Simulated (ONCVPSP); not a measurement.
# What one change does to a pseudopotential (neon (Ne), ONCV)

- Element: Ne (Z = 10)
- Generator: ONCVPSP 4.0.1
- Type: optimised norm-conserving Vanderbilt (ONCV)
- Functional: PBE
- Relativity: scalar-relativistic
- Frozen core: [He]
- Valence charge: 8
- Reference configuration: 2s2 2p4 (charge +2)
- Partial waves: 2s: rc 0.60 bohr, ncon 5, nbas 8, qcut 13.9 1/bohr, local; 2p: rc 1.35 bohr, ncon 4, nbas 9, qcut 10.1 1/bohr, 1 projector; d scattering state at 0.18 Ha: rc 1.05 bohr, ncon 4, nbas 7, qcut 9.2 1/bohr, 2 projectors, debl 0.7 Ha
- Local potential: the s channel
- Core correction: Teter function, fcfact 5.5, rcfact 1.55

Change: all radii but the core radius scaled by about 0.89 (s 0.54, p 1.20, d 0.92 bohr).

Cutoffs: the cutoffs (Ha) at which the residual kinetic energy of the hardest occupied pseudo-wave falls to 1 and 0.1 mHa per electron; they do not see the model core or the augmentation charge, which bear on the density cutoff. Errors are all-electron minus pseudo energies relative to the spin-unpolarised reference configuration.

Question: Predict the effect on cutoff, ghosts and configuration errors.

Answer: The potential gets harder (76 Ha and 208 Ha → 422 Ha and 555 Ha); of the 4 tests that both files solve, the error grows in 0 and shrinks in 4 by more than 15 % and 0.3 meV (median size 241.9 → 169.5 meV); neither file shows a bound ghost. A smaller radius makes the pseudo-wave follow the all-electron one further in, where it bends more sharply, so more plane waves are needed. Less of the atom is replaced, so other configurations are described better.

| quantity | base | changed |
| --- | --- | --- |
| cutoff, loose | 76 Ha | 422 Ha |
| cutoff, tight | 208 Ha | 555 Ha |
| loose cutoff by channel | s 76 Ha, p 39 Ha | s 422 Ha, p 43 Ha |
| bound ghosts | none | none |
| GHOST(+) flags under 300 eV | none | none |
| error for 2s2 2p6, meV [ΔE -65.74 eV] | +231 | +156 |
| error for 2s2 2p5, meV [ΔE -43.27 eV] | +106 | +74 |
| error for 2s2 2p3, meV [ΔE 67.43 eV] | +253 | +183 |
| error for 2s2 2p2, meV [ΔE 162.06 eV] | +1448 | +1075 |
| rms error of d²Exc/dni dnj with the model core, mHa | 2.68 | 2.66 |
